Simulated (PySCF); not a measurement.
Unrelated species, one level of theory. Method used: TDDFT wB97X-D/def2-SVPD, vertical, gas phase, core orbitals frozen in the response (PySCF 2.14.0, density-fitted response routines). Geometries: GFN2-xTB; one conformer of each isolated species. Triplets are in the Tamm–Dancoff approximation. Ions are computed without counter-ions or solvent.

Task: Rank by computed HOMO–LUMO gap, highest first.
A. `[SiH3]O[C@@H]1OCC[C@H]1Cl`
B. `O[Si](O)(CCl)C1CC1`
C. `CCO/C(=C/Cl)O[SiH3]`
D. `C=C[CH+]CCF`
E. `[SiH3]O[C@]1(CCl)CCO1`
F. `C[C@@H](C#N)[C@@]1(F)S[C@@H]1F`

Result: A (12.03 eV), E (11.75 eV), B (11.18 eV), F (10.67 eV), C (9.99 eV), D (8.41 eV).

```csv
SMILES,gap (eV),T1 (eV),S1 (eV),first f ≥ 0.01 (nm),HOMO (eV),S1 mainly
[SiH3]O[C@@H]1OCC[C@H]1Cl,12.03,6.88,7.48,149,-10.07,H→L (36%)
[SiH3]O[C@]1(CCl)CCO1,11.75,6.99,7.38,151,-9.85,H→L (76%)
O[Si](O)(CCl)C1CC1,11.18,6.23,6.83,181,-9.52,H→L+1 (42%)
C[C@@H](C#N)[C@@]1(F)S[C@@H]1F,10.67,4.85,5.26,173,-9.93,H→L (94%)
CCO/C(=C/Cl)O[SiH3],9.99,4.48,5.96,183,-8.08,H→L+4 (64%)
C=C[CH+]CCF,8.41,2.78,4.54,273,-15.91,H→L (94%)
```

H and L stand for HOMO and LUMO.

- `[SiH3]O[C@@H]1OCC[C@H]1Cl`: Löwdin shares by element: HOMO oxygen 47%, carbon 9% or more, silicon 8% (atoms not listed hold the other 36%); LUMO silicon 26%, chlorine 9%, oxygen 8% or more, hydrogen 7% or more (atoms not listed hold the other 50%).
- `[SiH3]O[C@]1(CCl)CCO1`: Löwdin shares by element: HOMO oxygen 41%, chlorine 11%, carbon 10% or more (atoms not listed hold the other 38%); LUMO silicon 27%, chlorine 16%, oxygen 10% or more, hydrogen 8% or more (atoms not listed hold the other 39%).
- `O[Si](O)(CCl)C1CC1`: Löwdin shares by element: HOMO carbon 29% or more, chlorine 28%, silicon 11% (atoms not listed hold the other 32%); LUMO oxygen 31%, silicon 24%, hydrogen 10% or more (atoms not listed hold the other 35%).
- `C[C@@H](C#N)[C@@]1(F)S[C@@H]1F`: Löwdin shares by element: HOMO sulfur 72%, carbon 15% or more; LUMO sulfur 51%, carbon 29% or more (atoms not listed hold the other 20%).
- `CCO/C(=C/Cl)O[SiH3]`: Löwdin shares by element: HOMO carbon 50% or more, chlorine 25%, oxygen 11% or more; LUMO silicon 34%, hydrogen 31% or more (atoms not listed hold the other 36%).
- `C=C[CH+]CCF`: Löwdin shares by element: HOMO fluorine 33%, carbon 29% or more, hydrogen 13% or more (atoms not listed hold the other 24%); LUMO carbon 85% or more.
